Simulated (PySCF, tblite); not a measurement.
Isomers of C6H8F4. Method: GFN2-xTB as coded in tblite; computed harmonic values from a numerical Hessian at the method's own geometry, unscaled. The method is semi-empirical: single wavenumbers can be off by several per cent or more. One conformer each.

Electronic energies: PBE0-D3(BJ)/def2-SVP at its own geometries (PySCF, gas phase).

| SMILES | electronic energy, lowest = 0 (kcal/mol) |
| --- | --- |
| C/C(=C/CF)CC(F)(F)F | 9.5 |
| C[C@]1(F)C[C@@H](C(F)(F)F)C1 | 0.0 |
| C/C=C(\CF)CC(F)(F)F | 9.2 |
| FC(F)(F)CC1(F)CCC1 | 4.8 |

Task: How do GFN2-xTB zero-point energies change the relative energies?

Result: 
```csv
SMILES,ZPE (kcal/mol),of it from modes above 1550 cm⁻¹,electronic (kcal/mol),"with ZPE, lowest = 0 (kcal/mol)",lowest mode (cm⁻¹),rings
C[C@]1(F)C[C@@H](C(F)(F)F)C1,83.0,34.7,0.0,0.0,43,1
FC(F)(F)CC1(F)CCC1,83.4,34.6,4.8,5.1,22,1
C/C=C(\CF)CC(F)(F)F,81.7,36.9,9.2,7.8,33,0
C/C(=C/CF)CC(F)(F)F,82.0,36.9,9.5,8.5,34,0
```

The zero-point energies span 1.7 kcal/mol, from `C/C=C(\CF)CC(F)(F)F` to `FC(F)(F)CC1(F)CCC1`. The order is unchanged.

Task: And how do the electronic energies of GFN2-xTB itself compare?

Result: `C[C@]1(F)C[C@@H](C(F)(F)F)C1` 0.0; `FC(F)(F)CC1(F)CCC1` 3.9; `C/C=C(\CF)CC(F)(F)F` 13.4; `C/C(=C/CF)CC(F)(F)F` 12.3 kcal/mol, lowest = 0. Against the energies above, taken from the same isomer `C[C@]1(F)C[C@@H](C(F)(F)F)C1`, the largest difference is 4.2 kcal/mol. The two levels were optimised apart and needn't hold the same conformer.

Task: What do entropy and thermal enthalpy add at 298.15 K and 1 bar (rigid rotor, harmonic oscillator, one conformer each)?

Result: 
```json
{"SMILES": "C[C@]1(F)C[C@@H](C(F)(F)F)C1", "point group": "Cs", "symmetry number": "1", "S (cal/(mol K))": "98.6", "H − H(0) (kcal/mol)": "6.78", "ZPE + H − H(0) − TS (kcal/mol)": "60.4"}
{"SMILES": "C/C=C(\\CF)CC(F)(F)F", "point group": "C1", "symmetry number": "1", "S (cal/(mol K))": "106.8", "H − H(0) (kcal/mol)": "7.55", "ZPE + H − H(0) − TS (kcal/mol)": "57.4"}
{"SMILES": "C/C(=C/CF)CC(F)(F)F", "point group": "C1", "symmetry number": "1", "S (cal/(mol K))": "104.1", "H − H(0) (kcal/mol)": "7.38", "ZPE + H − H(0) − TS (kcal/mol)": "58.4"}
```

Not tabulated: `FC(F)(F)CC1(F)CCC1` (lowest mode only 22 cm⁻¹).
